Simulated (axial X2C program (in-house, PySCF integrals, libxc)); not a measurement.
## Levels of HfC⁺ by electron attachment to HfC²⁺ (EOM-EA-CCSD)

Calculated with an axial X2C code built on PySCF integrals: two-component X2C with atomic mean-field Coulomb and Gaunt terms, Gaussian nuclei, basis Hf dyall-acv3z, C dyall-av3z with contracted cores.

R = 1.877 Å (near the PBE0 minimum at charge 1 of the determinant lowest at the starting distance; the state shown can have its own minimum elsewhere).

Hartree–Fock spinors of HfC²⁺ (one of each Kramers pair; a window near the gap, which can cut inner shells):

```
  ω  occupied  ε (eV)                    character
1/2       yes  -32.16  59% C s, 17% Hf d, 10% Hf p
1/2       yes  -22.36    55% C p, 32% Hf d, 4% C s
3/2       yes  -21.86    48% Hf d, 44% C p, 3% C d
1/2        no  -12.63  50% Hf s, 23% C p, 10% Hf p
1/2        no  -11.95    54% Hf d, 29% C p, 6% C s
3/2        no  -11.14     90% Hf d, 3% C d, 3% C p
5/2        no  -10.97     94% Hf d, 3% C d, 3% C f
1/2        no  -10.30  45% Hf p, 34% Hf d, 15% C p
3/2        no   -9.98  40% Hf p, 34% Hf d, 20% C p
```

Levels of HfC⁺ obtained by attaching an electron to HfC²⁺:

```tsv
Ω	binding energy (eV)	above lowest (cm⁻¹)	attached spinor	one-particle weight
1/2	13.924	0	37% C pσ, 18% Hf sσ, 14% Hf dπ	0.92
1/2	13.519	3270	40% Hf sσ, 31% Hf dσ, 10% C pσ	0.96
3/2	12.552	11066	93% Hf dδ	0.95
5/2	12.335	12818	94% Hf dδ	0.95
```

This point took 34 s on 1 thread of Arm Neoverse V1 (shared host).

Reference electrons by ω block (each with its −ω partner): 1/2: 22, 3/2: 11, 5/2: 4, 7/2: 1. 14 electrons of HfC²⁺ correlated (inner shells frozen), 92 natural virtual spinors (a truncated set); levels can be off by some tenths of an eV. Roots sought by Ω: (1/2: 5, 3/2: 4, 5/2: 2, 7/2: 1); the list ends where they run out and leaves out roots under 60 % one-particle weight. The solver can skip a root, and states that need a further excitation, which the method places far too high, are missing though they may lie low or lowest. T1 of the reference 0.035 (Lee–Taylor). The reference was not checked to be the lowest state of its species. Number of frozen shells: Hf 4 s, 3 p, 2 d, 1 f; C 1 s. Large amplitudes in the reference (orbital relaxation or multireference character) lower the reliability.
